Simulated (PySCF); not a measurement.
C2H4Ga (charge -1).
Structure used (PBE0-D3(BJ)/def2-SVP), in Å, numbered top down from 1:
```
atom  x, y, z in Å
C1     2.0942    0.1003    0.0031
C2     0.8692    0.0437   -0.0063
Ga3   -1.1366   -0.0762   -0.0167
H4     3.1679    0.1490    0.0122
H5    -1.6726    0.4059    1.4274
H6    -1.5389   -1.6134   -0.3014
H7    -1.6913    0.8887   -1.1867
```

Computed with PySCF 2.14.0, PBE0-D3(BJ)/def2-SVP geometry optimisation, gas phase.

Question: Which atoms are bound to Ga3, and at what distances?

Answer: 4 atoms: H5 1.614 Å, H6 1.614 Å, H7 1.615 Å, C2 2.009 Å. The nearest atom not counted as bound is C1, at 3.24 Å.

Question: List the angles at Ga3.

Answer: 
| angle | degrees | distance of the outer atoms (Å) |
| --- | --- | --- |
| H5–Ga3–H6 | 111.1 | 2.66 |
| H5–Ga3–H7 | 110.8 | 2.66 |
| H6–Ga3–H7 | 110.8 | 2.66 |
| C2–Ga3–H7 | 108.1 | 2.94 |
| C2–Ga3–H5 | 108.0 | 2.94 |
| C2–Ga3–H6 | 107.8 | 2.94 |

Question: What is the shape at Ga3?

Answer: Tetrahedral: angles from 107.8° to 111.1°; τ4 = (360° − α − β)/141° = 0.98 with α and β the two widest (0 for a square, 1 for a tetrahedron).

Question: What are the other bond lengths?

Answer: C1≡C2 1.226 Å; C1–H4 1.075 Å.

Question: Give some angles away from the centre.

Answer: C1–C2–Ga3 179.2°.

Question: What are the rotational constants (commonest isotopes, rigid rotor)?

Answer: A = 70888, B = 3314, C = 3314 MHz: a prolate symmetric top.

Point group: C3v (every atom within 0.08 Å of its image). Charge -1, singlet. Not checked by PBE0-D3(BJ)/def2-SVP frequencies.
